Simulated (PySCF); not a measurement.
## Which determinant of BeF lies lowest?

Unrestricted PBE0; Be pcseg-1, F pcseg-1; no relativity (PySCF 2.14). Outer shells of the fragments: Be 2s2; F 2s2 2p5.

Followed along the bond (rough minima from three points):

```tsv
2Ms+1	unpaired	⟨S²⟩ at the start	R at minimum (Å)	Te (eV)
2	σ ↑	0.75	1.39	0.00
```

Solutions found at the starting distance of 1.575 Å, counted from the lowest of them; the search is not exhaustive and high or unbound solutions are not listed, so other states can lie among these:

```json
{"2Ms+1": "2", "unpaired": "σ ↑", "term": "²Σ⁺", "E (eV)": "0.00", "⟨S²⟩": "0.75", "⟨Lz²⟩": "0.00", "μ (D)": "-2.09"}
{"2Ms+1": "2", "unpaired": "π ↑", "term": "²Π", "E (eV)": "3.89", "⟨S²⟩": "0.75", "⟨Lz²⟩": "1.00", "μ (D)": "-4.58"}
{"2Ms+1": "2", "unpaired": "π ↑", "term": "²Π", "E (eV)": "6.88", "⟨S²⟩": "0.75", "⟨Lz²⟩": "1.00", "μ (D)": "3.51"}
{"2Ms+1": "4", "unpaired": "σ ↑, π ↑↑", "term": "mixed", "E (eV)": "8.27", "⟨S²⟩": "3.75", "⟨Lz²⟩": "2.00", "μ (D)": "2.69"}
{"2Ms+1": "4", "unpaired": "σ ↑, π ↑↑", "term": "mixed", "E (eV)": "8.45", "⟨S²⟩": "3.75", "⟨Lz²⟩": "2.00", "μ (D)": "2.70"}
{"2Ms+1": "4", "unpaired": "σ ↑↑, π ↑", "term": "⁴Π", "E (eV)": "9.60", "⟨S²⟩": "3.75", "⟨Lz²⟩": "1.00", "μ (D)": "2.70"}
```

A term symbol is given only where ⟨S²⟩ and ⟨Lz²⟩ are close to those of a pure state; real π, δ and φ orbitals otherwise mix terms. A positive dipole means Be(−)F(+).

Counting both spins, an empty level lies below a filled one in some of these solutions, because spin and occupation are held.
